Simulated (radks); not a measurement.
Values are calculated unless marked as measured or tabulated.
Q: Co4+, configuration [Ar] 3d5 (the NIST ground configuration). Code: a radial shooting solver on a logarithmic mesh with Libxc functionals. Model: scalar-relativistic Kohn-Sham, PBEsol, spin-unpolarised, spherical densities, finite nucleus; Fermi nuclear charge, rms radius 3.7875 fm. Some entries of the table are withheld. Estimate them.

orbital  occ.  eigenvalue (eV)  <1/r> (bohr^-1)  <r> (bohr)
1s          2              (1)              (2)     0.05623
2s          2        -961.3830            5.809      0.2557
2p          6        -832.6947            5.702         (3)
3s          2              (4)            1.864      0.7609
3p          6              (5)            1.734      0.7920
3d          5         -65.9165              (6)      0.8774

A: 
(1) 1s eigenvalue (eV): -7647.928
(2) 1s <1/r> (bohr^-1): 27.01
(3) 2p <r> (bohr): 0.2251
(4) 3s eigenvalue (eV): -162.3207
(5) 3p eigenvalue (eV): -125.1887
(6) 3d <1/r> (bohr^-1): 1.454
